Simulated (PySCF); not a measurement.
SbF2Cl, SMILES [F][Sb]([F])[Cl]. Coordinates come from a B3LYP-D3(BJ)/def2-SVP optimisation. The def2 effective core potentials stand for the cores of Sb; spin–orbit coupling is left out.

**Question.** Give the equilibrium geometry at B3LYP-D3(BJ)/def2-SVP (PySCF confirms it by a frequency run) as a Z-matrix, and its point group. (An estimate is asked for; the answer gives what the named calculation found.)

**Answer.** point group Cs.
```
Sb
F 1 1.9324
F 1 1.9324 2 94.71
Cl 1 2.3737 2 97.09 3 -97.77
```
Charge 0, spin multiplicity 1.
